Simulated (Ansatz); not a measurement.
A nudged elastic band was laid between two geometries of C₂H₇NSiZn (12 atoms, charge 0, multiplicity 1).

Theory: Ansatz 0.2.0, RKS PBE0-D4/def2-SVP.

- movable images: 5
- climbing image: yes
- spring: 5.0 eV/Å²
- optimiser: quadratic models (default)
- start path: through a guess of the saddle point
- force threshold: 0.05 eV/Å
- iteration limit: 60
- end points: relaxed

Initial state:

```xyz
12
Properties=species:S:1:pos:R:3
C -0.856 0.798 1.044
C -0.135 -0.157 0.420
N 0.722 -1.031 1.058
Si -0.387 -0.438 -1.428
Zn 1.922 2.119 -0.453
H -1.564 1.419 0.492
H -0.775 0.973 2.124
H 1.514 -1.369 0.524
H 0.959 -0.817 2.021
H 0.943 -0.691 -2.067
H -1.251 -1.634 -1.671
H -1.013 0.773 -2.030
```

Final state:

```xyz
12
Properties=species:S:1:pos:R:3
C -0.342 0.441 1.373
C 0.260 -0.594 0.466
N 1.081 -1.441 0.951
Si -0.243 -0.542 -1.377
Zn 0.519 3.605 -0.804
H -0.113 1.456 1.003
H -1.441 0.353 1.392
H 1.416 -2.085 0.226
H 0.055 0.322 2.391
H 0.438 -1.669 -2.083
H -1.726 -0.667 -1.526
H 0.173 0.765 -1.978
```

(1) Which bonds break or form, and what moves?

(2) What energy profile does the band end with?

(3) What is the geometry of the highest image?

Results:

(1) Bonds broken: N3–H9. Bonds formed: C1–H9.

(2) It converged. The highest image is number 4 of 0 to 6, 268.7 kJ/mol above the first end and 260.3 kJ/mol above the last; the last end lies 8.4 kJ/mol above the first. A structure lower than the last end lies on the path between it and the top, so the climb from that side starts below the end, which may itself be a saddle point or a shallow side well. Neighbouring images differ by up to 2.7 eV, so the band resolves the path poorly. A vibrational analysis at the climbing image gives one clearly imaginary mode, 1972i cm⁻¹, and a faint second one (24i cm⁻¹) that may be numerical noise or a soft torsion: probably a first-order saddle point. The orbitals stay closed-shell, which can raise the energy where a bond breaks towards radicals; this wasn't checked here.

| image | path coordinate (Å) | energy (kJ/mol) | N3–H9 (Å) | C1–H9 (Å) |
| --- | --- | --- | --- | --- |
| 0 | 0.00 | 0.0 | 1.01 | 2.62 |
| 1 | 2.33 | 6.8 | 1.01 | 2.62 |
| 2 | 4.66 | 7.4 | 1.01 | 2.62 |
| 3 | 6.99 | 14.2 | 1.01 | 2.63 |
| 4 | 9.32 | 268.7 | 1.29 | 1.53 |
| 5 | 13.22 | 8.0 | 2.49 | 1.10 |
| 6 | 17.11 | 8.4 | 2.50 | 1.10 |

(3) 
```xyz
12
Properties=species:S:1:pos:R:3:forces:R:3
C 0.334 0.432 1.704 -0.05 -0.03 -0.04
C 0.158 -0.479 0.604 0.03 0.02 0.04
N -0.108 -1.646 1.152 0.00 0.04 -0.01
Si 0.275 -0.094 -1.248 -0.02 0.01 0.01
Zn -1.393 3.007 -3.627 0.00 0.00 0.00
H 1.025 1.283 1.645 0.01 -0.01 -0.01
H -0.641 0.708 2.133 0.02 0.02 0.01
H -0.638 -2.360 0.636 0.00 -0.01 -0.01
H 0.121 -0.986 2.234 0.00 -0.02 0.01
H 1.621 0.496 -1.500 0.00 0.00 0.00
H 0.093 -1.323 -2.079 0.02 0.00 0.00
H -0.771 0.908 -1.619 0.00 -0.01 -0.01
```

Run time: 9.9 min on 2 threads of AMD EPYC 7B13 (Zen 3), on a shared host, peak memory 0.35 GiB.
